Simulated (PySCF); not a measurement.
CF3SO2Cl.
SMILES: `O=S(=O)(Cl)C(F)(F)F`

Torsions of this conformer, `[O:1]=[S:2](=[O:3])([Cl:4])[C:5]([F:6])([F:7])[F:8]`: O1–S2–C5–F6 -71°.

The closed-shell ground state was solved at several levels (PySCF, density fitting, gas phase, non-relativistic). Isolated species at its PBE0-D3(BJ)/def2-SVP geometry, gas phase.

| level | basis functions | total energy (Eh) | HOMO (eV) | LUMO (eV) | gap (eV) | dipole (D) |
| --- | --- | --- | --- | --- | --- | --- |
| B97-D/pcSseg-1 | 150 | -1346.1029 | -8.27 | -3.39 | 4.88 | 1.71 |
| KT2/pcSseg-1 | 150 | -1359.4821 | -8.37 | -3.48 | 4.89 | 1.67 |
| B3LYP/pcSseg-1 | 150 | -1346.3453 | -9.58 | -2.80 | 6.78 | 1.77 |
| wB97X-D/pcSseg-1 | 150 | -1346.1612 | -11.86 | -0.86 | 11.00 | 1.80 |
| CAM-B3LYP/pcSseg-1 | 150 | -1346.2162 | -11.30 | -1.45 | 9.85 | 1.82 |

Problem. What might BLYP/pcSseg-1 (150 basis functions) give for the same quantities?

Solution. Total energy -1346.2933 Eh, HOMO -8.07 eV, LUMO -3.26 eV, gap 4.81 eV, dipole 1.71 D.

Problem. Over all these levels, which gives the widest orbital gap and which the narrowest?

Solution. wB97X-D/pcSseg-1 (range-separated hybrid) has the widest, 11.00 eV, and BLYP/pcSseg-1 (GGA) the narrowest, 4.81 eV. From the narrowest to the widest the HOMO moves by -3.79 eV and the LUMO by +2.40 eV.

Problem. How far do the dipole and the HOMO energy spread over the levels?

Solution. The dipole runs from 1.67 to 1.82 D (mean 1.75 D) and the HOMO from -11.86 to -8.07 eV.

Note: B97-D and wB97X-D ran without an empirical dispersion term, which enters the total energy and its gradient alone.
